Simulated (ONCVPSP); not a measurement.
Rh (Z = 45): ONCV pseudisation with PBEsol, scalar-relativistic reference atom.

ONCVPSP 4.0.1 input, shortened (lines: element, Z, core and valence counts, functional; n l f; lmax; l rc ep ncon nbas qcut; lloc lpopt rc5 dvloc0; l nproj debl; icmod fcfact rcfact), PBEsol, scalar-relativistic:

```
  Rh 45.00    6    4  -116133      upf
    1    0    2.00
    2    0    2.00
    2    1    6.00
    3    0    2.00
    3    1    6.00
    3    2   10.00
    4    0    2.00
    4    1    6.00
    4    2    8.00
    5    0    1.00
    3
    0    1.30    0.00    4    8    8.00
    1    1.25    0.00    3    6    5.50
    2    2.20    0.00    3    7    7.80
    3    2.15    0.24    3    7    6.00
    4    5    1.10    0.00
    0    2    3.50
    1    3    3.70
    2    2    2.00
    3    2    1.10
    2    0.50    0.85
```

- Cutoffs needed: 28 Ha and 77 Ha (the cutoffs (Ha) at which the residual kinetic energy of the hardest occupied pseudo-wave falls to 1 and 0.1 mHa per electron)
- Ghost test: no bound ghost flagged; GHOST(+) flagged for s at 263.4 eV
- Largest excitation error: +37 meV (all-electron minus pseudo) for 4s2 4p6 4d6 5s0, out of 4 test configurations
- rms error of d²Exc/dni dnj: 2.58 mHa without and 0.25 mHa with the model core
